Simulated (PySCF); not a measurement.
# Polarisability and C₆ of W (tungsten, neutral)

[Xe] 4f14 5d4 6s2, high-spin 5D determinant. All numbers are calculated (PySCF 2.14, a scalar-relativistic core potential, in aug-cc-pVDZ-PP with ECP60MDF (5s5p4d2f, 54 functions)). Coupled (time-dependent) response in atomic units; α is the mean over directions. A double-zeta set is small for polarisabilities.

```tsv
method	mean α (bohr³)	α xx, yy, zz	C₆ (like pair)	S(−4)
UHF	100.1	107.0, 107.0, 86.38	1228	8786
PBE	70.51	72.79, 72.79, 65.93	844.0	2036
PBE0	73.65	76.25, 76.25, 68.45	891.9	2285
M06-2X	80.81	84.73, 84.73, 72.97	968.3	3729
PBEsol	69.53	71.61, 71.61, 65.37	831.1	1965
```

S(−4) is the Cauchy moment in α(ω) = α(0) + S(−4) ω² + …

Reference α: 68 ± 15 bohr³ (recommended; Schwerdtfeger and Nagle, table of static dipole polarizabilities (2023 update)). Published C₆: 757.0 (Gould and Bucko (2016)).

Spin-orbit coupling is absent.

Hartree-Fock lies above the reference because it lacks correlation, which contracts the outer shell.

α(iu) at PBE:

| u (hartree) | α(iu) (bohr³) |
| --- | --- |
| 0 | 70.51 |
| 0.0500 | 65.89 |
| 0.100 | 55.86 |
| 0.200 | 37.10 |
| 0.300 | 25.71 |
| 0.500 | 14.91 |
| 0.750 | 9.248 |
| 1.00 | 6.427 |
| 1.50 | 3.705 |
| 2.00 | 2.431 |
| 3.00 | 1.274 |
| 5.00 | 0.5185 |

The components differ because the open shell of this determinant is not spherical; for a pure term their mean is the scalar polarisability.

Energies and moments cover only the electrons outside the core potential. Spin-orbit coupling, absent here, splits the open shell strongly.
